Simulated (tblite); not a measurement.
C₅H₅O₂S (doublet state).
Geometry (GFN2-xTB, Å), atoms numbered from 1 in this order:
```xyz
13
C5H5O2S angstrom
C      2.4701    0.5294   -0.1679
S      1.6447   -1.0604    0.1191
C      0.0013   -0.5597    0.0902
C     -1.1483   -1.3313    0.2558
C     -2.2186   -0.4693    0.1481
C     -1.7065    0.8494   -0.0871
O     -2.2285    1.9247   -0.2483
O     -0.2960    0.7297   -0.1134
H      2.1515    0.9283   -1.1259
H      3.5362    0.3284   -0.1704
H      2.2100    1.2158    0.6318
H     -1.1581   -2.3879    0.4310
H     -3.2621   -0.6966    0.2193
```

Computed with GFN2-xTB (tblite): harmonic, unscaled wavenumbers at the GFN2-xTB geometry, gas phase. The method is semi-empirical: single wavenumbers can be off by several per cent or more. One conformer, not necessarily the lowest. Open shells enter through the occupations alone, without spin polarisation, and single modes of such species can be off by tens of per cent.

Harmonic wavenumbers (cm⁻¹): 72.4, 113.9, 149.7, 154.8, 277.3, 303.8, 448.5, 509.8, 546.0, 655.0, 687.1, 732.0, 762.5, 806.5, 827.8, 914.0, 943.2, 959.5, 1039.1, 1045.8, 1167.1, 1264.4, 1315.4, 1396.1, 1425.2, 1426.6, 1435.9, 1743.8, 3044.0, 3050.3, 3068.8, 3179.0, 3193.9.

A = 3976, B = 1220, C = 938.8 MHz; mass 129.001 u (most abundant isotopes); point group Cs, symmetry number 1; spin multiplicity 2.

Problem. What is the zero-point energy?

Solution. Half the sum of the wavenumbers: 19330 cm⁻¹ = 231.23 kJ/mol.

Problem. Entropy at 350 K, 1 bar (ideal gas, RRHO, classical rotation)?

Solution. Translation 172.80, rotation 121.86, vibration 99.01, spin (R ln 2) 5.76: S = 399.4 J/(mol K).

Problem. And Cp and H(350 K) − H(0)?

Solution. Cp = 142.53 J/(mol K), of which vibrations give 109.27 (their classical limit is 33 R = 274.4); H(350 K) − H(0) = 30.49 kJ/mol without the zero-point energy, 18.85 from vibrations.

Problem. How do the functions run with temperature in this model?

Solution. 
```csv
T (K),S (J/(mol K)),Cp (J/(mol K)),H − H(0) (kJ/mol),G − H(0) (kJ/mol),ln q(vib)
150,309.3,79.2,8.31,-38.08,1.79
250,357.0,111.0,17.79,-71.46,3.59
298.15,377.9,126.6,23.51,-89.16,4.47
400,419.4,156.6,37.97,-129.78,6.36
600,491.6,199.3,73.90,-221.09,10.03
900,580.3,236.6,139.84,-382.39,15.19
```

q(vib) and H(0) count from the zero-point level.

Problem. Which modes carry the vibrational entropy at 350 K?

Solution. 72.4 cm⁻¹: 18.42; 113.9 cm⁻¹: 14.70; 149.7 cm⁻¹: 12.48; 154.8 cm⁻¹: 12.21; 277.3 cm⁻¹: 7.66; 303.8 cm⁻¹: 6.99 J/(mol K); the other 27 give 26.55 together.

Problem. Blend soft modes into free rotors: weight 1/[1 + (100 cm⁻¹/ν̃)⁴] for the oscillator and the rest for a rotor with moment μB/(μ + B), μ = h/(8π²ν), B = 10⁻⁴⁴ kg m². What vibrational entropy results?

Solution. 94.10 J/(mol K) in place of 99.01, which changes −T·S at 350 K by +1.72 kJ/mol.

Problem. What must be added to the electronic energy to get the Gibbs energy at 350 K and 1 bar?

Solution. ZPE + [H(350 K) − H(0)] − T·S = 231.23 + 30.49 − 139.80 = 121.92 kJ/mol.

Hindered rotation and anharmonicity are outside this model. Other conformers, if any are populated, would add a mixing term that is left out.

The run took 0.3 s of wall time on one thread of an Arm Neoverse V2 (shared host). The figure is for the frequency step alone.
